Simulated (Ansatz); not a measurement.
Input for Ansatz (an electronic-structure program): R-wB97M-V/def2-TZVPPD on HIN2 (a complex), monomers drawn apart or pushed together. Elements past Kr take the def2 small-core potentials; no spin–orbit coupling. Files ending in .json are basis or fitting sets from the Basis Set Exchange.

Ansatz 0.2 input:
```yaml
crystal:
  periodic: [false, false, false]
  atoms:
    - {symbol: N, position_ang: [0.10168156, 0.11003442, -1.00507190]}
    - {symbol: N, position_ang: [0.21013912, 0.11946585, 0.08007301]}
    - {symbol: I, position_ang: [0.53461727, 0.16279237, 4.67909990]}
    - {symbol: H, position_ang: [0.45015882, 0.14655798, 3.06623030]}
basis:
  gaussian:
    orbitals: def2-TZVPPD.json
hamiltonian:
  xc: {name: wB97M-V}
scf: {lower_state_search: off}
```

The log:

```
WARN ansatz: RAYON_NUM_THREADS=1 ignored (pool sized by the plan → 1); use --threads N
Functional definition: wB97M-V
these checks for a lower state are left out or cut short: stability, starts, cluster_reference, orbital_swaps, neighbouring_geometries, increment
integrals: 0.07 GiB planned
860 factors; their error is unknown
integrals: 0.10 GiB planned
217 factors; integrals over basis functions are off by at most 1.4e-4 eV
mean field: 0.65 GiB planned
mean field evaluation 1: about -11096.9974 eV, gradient 1.8e1 eV
mean field evaluation 2: about -11097.5353 eV, gradient 8.6e0 eV
mean field evaluation 4: about -11097.6631 eV, gradient 1.0e0 eV
mean field evaluation 8: about -11097.8139 eV, gradient 1.3e-1 eV
mean field evaluation 16: about -11097.8140 eV, gradient 5.4e-6 eV
mean field -11097.81396340 eV, -407.8371407865 hartree, gradient 5.4e-6 eV, S^2 0.000000; 0 other end points of the search recorded, 0 dependent functions left out
reference -11097.81402023 eV, -407.8371428750 hartree; 20, 20 occupied and 130, 130 virtual orbitals, 860 factors
Total energy: -11097.81402023 eV, -407.8371428750 hartree
Checks for a lower state left out: stability, starts, cluster_reference, orbital_swaps, neighbouring_geometries, increment
```

Self-consistency was reached.

Cost: very roughly 3 core-seconds.
